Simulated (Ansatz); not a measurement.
Consider the substitution at a C–C bond: `NC(O)(F)CO` + `O[SiH3]` → `NC(O)(F)O[SiH3]` + CH₃OH.

Calculated with Ansatz (gas phase, PBE0-D4/def2-TZVP geometries, no zero-point term in ΔE). CCSD(T)/CBS adds triple-zeta CCSD(T) − MP2 to the extrapolated MP2 energy (def2 sets, frozen cores). This one scheme is used for every species. DFT in def2-TZVPP. B3LYP here is the variant with VWN-RPA as its local correlation; programs differ in this. Each species was taken in one conformer, which may not be the lowest.

| level | ΔE (kJ/mol) |
| --- | --- |
| PBE0-D4 | 17.0 |
| B3LYP-D4 | 14.3 |
| B2PLYP | 17.9 |
| CCSD(T)/def2-TZVPP | 19.8 |

Problem. What does CCSD(T)/CBS give? (Best estimate.)

Solution. The calculation gave: +22.7 kJ/mol. The listed levels differ from it by -5.7, -8.4, -4.8, -2.9 kJ/mol.

Largest T1 diagnostic among the species: 0.011.

In def2-TZVPP, CCSD(T) changes the Hartree–Fock value by +15.0 kJ/mol (the triples alone add +1.2 kJ/mol) and MP2 by +18.3 kJ/mol.

CCSD(T)/CBS has its own doubt, a few kJ/mol and more with outer-core shells, so smaller differences from it don't rank the levels.
